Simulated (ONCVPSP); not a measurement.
What one change does to a pseudopotential (potassium, ONCV)

```
Element                 : K
Generator               : ONCVPSP 4.0.1
Type                    : optimised norm-conserving Vanderbilt (ONCV)
Functional              : LDA (Perdew-Wang 92)
Relativity              : fully relativistic
Frozen core             : [Ne]
Valence charge          : 9
Reference configuration : 3s2 3p6 (charge +1)
Partial waves           : 3s: rc 1.70 bohr, ncon 5, nbas 9, qcut 9.2 1/bohr, 2 projectors, debl 0.4 Ha; 3p: rc 2.05 bohr, ncon 4, nbas 9, qcut 7.2 1/bohr, 2 projectors, debl 0.9 Ha; d scattering state at 0.12 Ha: rc 1.55 bohr, ncon 5, nbas 10, qcut 6.2 1/bohr, 2 projectors, debl 2.7 Ha
Local potential         : polynomial inside 1.10 bohr (lpopt 4, dvloc0 1 Ha)
Core correction         : polynomial model core, fcfact 0.4
```

Open shells are filled in proportion to 2j + 1.

In the s channel the program set the typed energies aside and used -1.520, 0.250 Ha. In the p channel the program set the typed energies aside and used -0.914, 0.250 Ha (j = l + 1/2; the other j can differ). In the d channel the program set the typed energies aside and used 0.050, 2.750 Ha (j = l + 1/2; the other j can differ).

All-electron outer shells of the reference configuration (LDA (PZ), scalar-relativistic, ld1.x):

```tsv
shell	level (eV)	outermost node (bohr)	outermost maximum (bohr)
3p	-24.97	0.45	1.15
```

Change: p: qcut 10.1.

Cutoffs: the cutoffs (Ha) at which the residual kinetic energy of the hardest occupied pseudo-wave falls to 1 and 0.1 mHa per electron; they do not see the model core or the augmentation charge, which bear on the density cutoff. Errors are all-electron minus pseudo energies relative to the spin-unpolarised reference configuration.

Q: What does the change do?

A: The potential gets neither clearly harder nor softer (25 Ha and 30 Ha → 25 Ha and 30 Ha); the s channel sets the loose cutoff, while the largest relative change is in p, which becomes harder; of the 4 tests that both files solve, the error grows in 1 and shrinks in 0 by more than 15 % and 0.3 meV (median size 0.0 → 0.0 meV); neither file shows a bound ghost.

| quantity | base | changed |
| --- | --- | --- |
| cutoff, loose | 25 Ha | 25 Ha |
| cutoff, tight | 30 Ha | 30 Ha |
| loose cutoff by channel | s 25 Ha, p 13 Ha | s 25 Ha, p 21 Ha |
| bound ghosts | none | none |
| GHOST(+) flags under 300 eV | none | none |
| error for 3s2 3p6 4s1, meV [ΔE -4.40 eV] | 0.0 | 0.0 |
| error for 3s2 3p6 4s0.5, meV [ΔE -2.70 eV] | 0.0 | 0.0 |
| error for 3s2 3p6 4p1, meV [ΔE -2.78 eV] | 0.0 | 0.0 |
| error for 3s2 3p5 4s1, meV [ΔE 20.56 eV] | -1.9 | +7.3 |
| s: phases at 1.73 bohr within 0.05 rad from the reference energy up to (Ha; the scan ends near 5) | to the end of the scan | to the end of the scan |
| p3/2: phases at 2.08 bohr within 0.05 rad from the reference energy up to (Ha; the scan ends near 5) | to the end of the scan | to the end of the scan |
| p1/2: phases at 2.08 bohr within 0.05 rad from the reference energy up to (Ha; the scan ends near 5) | to the end of the scan | to the end of the scan |
| d5/2: phases at 1.58 bohr within 0.05 rad from the reference energy up to (Ha; the scan ends near 5) | to the end of the scan | to the end of the scan |
| d3/2: phases at 1.58 bohr within 0.05 rad from the reference energy up to (Ha; the scan ends near 5) | to the end of the scan | to the end of the scan |
| rms error of d²Exc/dni dnj with the model core, mHa | 7.56 | 7.60 |

Base: The cutoffs count occupied waves only; projector 2 of the d channel, the hardest unoccupied one, needs 74 Ha at the loose tolerance. Changed file: The cutoffs count occupied waves only; projector 2 of the d channel, the hardest unoccupied one, needs 74 Ha at the loose tolerance.
